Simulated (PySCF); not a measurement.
Species: C5H11ClOSi2.
Atom-mapped SMILES: `[CH3:1][C:2](=[O:3])[C@@H:4]1[CH2:5][C@@H:6]([Cl:7])[SiH2:8][SiH2:9]1`

Probes without a nucleus sit at each ring's centroid and 1 Å off its mean plane on both sides; NICS is minus the shielding there, NICSzz its component along the normal. Level: GIAO PBE0/pcSseg-1 (PySCF, non-relativistic, gas phase) on the GFN2-xTB geometry, one conformer.

Ring bond lengths (Å), with Mayer bond orders in brackets: C4–C5 1.536 (1.00), C5–C6 1.525 (0.97), C6–Si8 1.934 (0.78), Si8–Si9 2.318 (0.90), Si9–C4 1.946 (0.81).

Problem. What do the NICS probes read (ppm)?

Solution. 
```tsv
ring	type	NICS(0)	NICS(1), two faces	NICS(1)zz, two faces	rms pucker (Å)	centre to ring atoms, mean (Å)
C4–C5–C6–Si8–Si9	5-membered ring with 2 Si; formal bonds all single	-3.9	-2.7 / -2.4	0.5 / -8.0	0.24	1.53
```

Problem. What can be read from them?

Solution. 
- C4–C5–C6–Si8–Si9: mean NICS(1)zz -3.7 ppm, shielded. C4, C5, C6, Si8, Si9 have four or more neighbours, and the NICS criterion for π rings isn't applied. The two faces differ by 8.5 ppm, so no symmetry operation interchanges them.

Problem. What field does 14.1 T along the ring normal induce along that normal at the first NICS(1) probe listed for ring C4–C5–C6–Si8–Si9, 1 Å off the ring?

Solution. NICSzz × B0 = 0.5 ppm × 14.1 T = 7 μT, along the applied field.

Time: 55 s of wall time (grids of density and orbitals included); peak memory 1.1 GiB. Hardware: one thread of an Arm Neoverse V2, no GPU (shared host). This is the whole shielding run at PBE0/pcSseg-1, SCF included.
